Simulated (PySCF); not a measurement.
**SrSb: frontier orbitals**

revPBE at R = 3.271 Å; Sr def2-SVPD with ECP28, Sb def2-SVPD with ECP28; scalar-relativistic core potentials (PySCF 2.14). State: ⁴Σ⁻ (quartet), unpaired electrons σ ↑, π ↑↑. Only the outer orbitals are listed, counted within each symmetry, core potentials removing the inner ones.

```csv
spin,orbital,occ.,ε (eV),on Sr (%),main shells (%)
α,3π,1,-23.24,100,100 Sr p
α,3π,1,-23.24,100,100 Sr p
α,5σ,1,-23.06,100,100 Sr p
α,6σ,1,-12.30,1,99 Sb s
α,7σ,1,-4.84,34,"66 Sb p, 29 Sr s"
α,4π,1,-4.73,7,92 Sb p
α,4π,1,-4.73,7,92 Sb p
α,8σ,1,-3.34,82,"58 Sr s, 15 Sr p, 14 Sb p"
α,5π,0,-1.71,100,"61 Sr p, 38 Sr d"
α,5π,0,-1.71,100,"61 Sr p, 38 Sr d"
α,9σ,0,-1.58,98,"57 Sr d, 41 Sr p"
β,3π,1,-23.15,100,100 Sr p
β,3π,1,-23.15,100,100 Sr p
β,5σ,1,-22.96,100,100 Sr p
β,6σ,1,-10.99,2,98 Sb s
β,7σ,1,-4.14,44,"56 Sb p, 37 Sr s"
β,4π,0,-3.17,19,"81 Sb p, 13 Sr d"
β,4π,0,-3.17,19,"81 Sb p, 13 Sr d"
β,8σ,0,-2.58,80,"56 Sr s, 16 Sb p, 14 Sr p"
```

**Question.** Which are the highest filled and the lowest empty level, where do they sit, and how wide is the gap?

**Answer.** Highest filled α 8σ at -3.34 eV (in %: 58 Sr s, 15 Sr p, 14 Sb p); lowest empty β 4π at -3.17 eV (in %: 81 Sb p, 13 Sr d); the gap at revPBE is 0.17 eV.

* bond order (Mayer): 1.09
* ⟨S²⟩: 3.754
* charge on Sr (Mulliken, basis-dependent): 0.24
* charge on Sr (Löwdin, basis-dependent): 0.10
* dipole moment (positive dipole means Sr(−)Sb(+)): -3.73 D

Spin–orbit coupling is left out. The state is the lowest determinant that a PBE0 search found; another state may lie lower at other levels.
